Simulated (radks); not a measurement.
Valence configurations of Eu+ (all share [Xe]). Method: scalar-relativistic Kohn-Sham, r2SCAN, spin-polarised, spherical densities, finite nucleus; open shells are filled with parallel spins first (spin-orbit coupling, left out, can overturn this in heavy ions); meta-GGA in the generalised Kohn-Sham scheme; Fermi nuclear charge, rms radius 5.1115 fm; computed with a radial shooting solver on a logarithmic mesh with Libxc functionals. Energies are relative to 4f7 6s1; eigenvalues in eV for spin up.

valence	E (eV)	moment (Bohr magnetons)	e(4f)	e(5d)	e(6p)	e(6s)
4f7 6s1	0.000	8	-10.494	-	-	-9.035
4f7 5d0.5 6s0.5	0.821	8	-9.553	-6.786	-	-8.336
4f7 5d1	1.573	8	-8.612	-6.159	-	-
4f6.5 5d0.5 6s1	2.097	8	-13.407	-8.191	-	-9.479
4f7.5 6s0.5	2.931	7	-7.447	-	-	-8.051
4f6 5d1 6s1	5.289	8	-16.492	-9.002	-	-9.852
4f8	5.968	6	-7.337	-	-	-
4f6 6s2	6.248	6	-19.095	-	-	-10.297
4f6 5d0.5 6s0.5 6p1	8.813	8	-18.877	-10.511	-7.076	-10.871
4f5 5d2 6s1	15.280	8	-23.080	-10.590	-	-10.460

NIST lists [Xe] 4f7 6s1 as the ground configuration; this level of theory agrees among the configurations tried. The energies are those of spherical high-spin densities, not of single terms.
